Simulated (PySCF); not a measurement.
C₃H₉ClS₂Si₂.
Cartesian coordinates in Å at the GFN2-xTB level; atoms count from 1:
```
atom  x, y, z in Å
C1    -3.1446    0.9701    0.1817
C2    -1.9765    0.0856   -0.0809
S3    -1.8094   -1.3676    0.6484
S4    -0.8258    0.7184   -1.2063
Si5    0.6337   -0.9360   -1.2838
Cl6    1.8407   -0.4022   -2.8110
C7     1.6148   -1.0071    0.3314
Si8    2.5296    0.5987    0.8460
H9    -3.8426    0.4825    0.8578
H10   -3.6482    1.2137   -0.7536
H11   -2.8071    1.9081    0.6235
H12   -0.1313   -2.0987   -1.7033
H13    0.9484   -1.2966    1.1428
H14    2.3481   -1.8084    0.2417
H15    1.5749    1.7058    0.9160
H16    3.5796    0.8884   -0.1288
H17    3.1088    0.3574    2.1685
```

Computed at PBE0/pcSseg-1 (PySCF, non-relativistic), with Q(33S) = −0.0678 b, Q(35Cl) = −0.0817 b: S3, 33S (I = 3/2): χzz = 40.37 MHz, η = 0.158; S4, 33S (I = 3/2): χzz = -28.25 MHz, η = 0.585; Cl6, 35Cl (I = 3/2): χzz = -39.99 MHz, η = 0.109.

Problem. Where would the pure quadrupole (NQR) lines of 33S at S3 fall for the rigid, isolated species?

Solution. From ν = (|χ|/2)√(1 + η²/3): ν = 20.27 MHz (thiocarbonyl sulfur).

Problem. Find the zero-field quadrupole resonance frequencies of 33S at S4.

Solution. From ν = (|χ|/2)√(1 + η²/3): ν = 14.91 MHz (sulfur bonded to C and Si).

Problem. Find the zero-field quadrupole resonance frequencies of 35Cl at Cl6.

Solution. From ν = (|χ|/2)√(1 + η²/3): ν = 20.03 MHz (silicon-bound chlorine). For 37Cl the ratio of quadrupole moments, 0.7881, gives 15.79 MHz.

Problem. Apply the simplest Townes–Dailey estimate (no s hybridisation, no π bonding), ionic character = 1 − χzz/χ0, where χ0 is the coupling for one missing p electron along the bond: −109.74 MHz for 35Cl.

Solution. Cl6 on Si5: 1 − (-39.99)/(-109.74) = 0.64. In this model a purely covalent bond gives χ0 and a free halide ion gives zero; s hybridisation or π bonding, where present, is counted here as ionic character.

In a crystal, neighbours and librations shift these lines. GFN2-xTB bond lengths can be off by several hundredths of an ångström, more for odd bonds, and the gradients follow them. With so small a basis the couplings can be 20 % off.

One conformer stands for the species.
